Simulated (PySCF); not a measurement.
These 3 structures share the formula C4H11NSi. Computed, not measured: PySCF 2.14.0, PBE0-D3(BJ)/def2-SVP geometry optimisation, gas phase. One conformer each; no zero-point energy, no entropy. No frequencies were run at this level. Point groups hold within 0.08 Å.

Task: Rank from lowest to highest electronic energy at this level (kJ/mol).
A. `[CH3:1][NH:2][SiH2:3][CH:4]1[CH2:5][CH2:6]1` with C1–N2–Si3–C4 164°, N2–Si3–C4–C5 90°
B. `[CH3:1]/[CH:2]=[C:3](\[CH3:4])[SiH2:5][NH2:6]` with C2–C3–Si5–N6 -128°, C3–Si5–N6–H 62° and -155°
C. `[CH3:1][Si@H:2]1[CH2:3][CH2:4][CH2:5][NH:6]1` with C1–Si2–C3–C4 100°, Si2–C3–C4–C5 37°, C3–C4–C5–N6 -42°, C4–C5–N6–Si2 27°

Result: C (0.0), B (86.5), A (137.9).

As drawn, the highest has a three-membered ring, which the lowest lacks.

```csv
SMILES,E (Eh),E rel (kJ/mol),dipole (D),point group,"A, B, C (MHz)"
C[Si@H]1CCCN1,-502.71622,0.0,0.55,C1,"4733, 2290, 1890"
C/C=C(\C)[SiH2]N,-502.68328,86.5,1.04,C1,"5337, 1492, 1300"
CN[SiH2]C1CC1,-502.66371,137.9,1.16,C1,"8748, 1303, 1220"
```

Task: How do the relative energies change in single points at PBE0/pcSseg-1 (no added dispersion term) on the same geometries?

Result: 
```json
{"SMILES": "C[Si@H]1CCCN1", "PBE0-D3(BJ)/def2-SVP (kJ/mol)": "0.0", "PBE0/pcSseg-1 (kJ/mol)": "0.0", "shift": "0.0"}
{"SMILES": "C/C=C(\\C)[SiH2]N", "PBE0-D3(BJ)/def2-SVP (kJ/mol)": "86.5", "PBE0/pcSseg-1 (kJ/mol)": "78.6", "shift": "-7.9"}
{"SMILES": "CN[SiH2]C1CC1", "PBE0-D3(BJ)/def2-SVP (kJ/mol)": "137.9", "PBE0/pcSseg-1 (kJ/mol)": "135.8", "shift": "-2.1"}
```

Each column counts from its own lowest isomer. The order is unchanged; the largest shift is 7.9 kJ/mol.
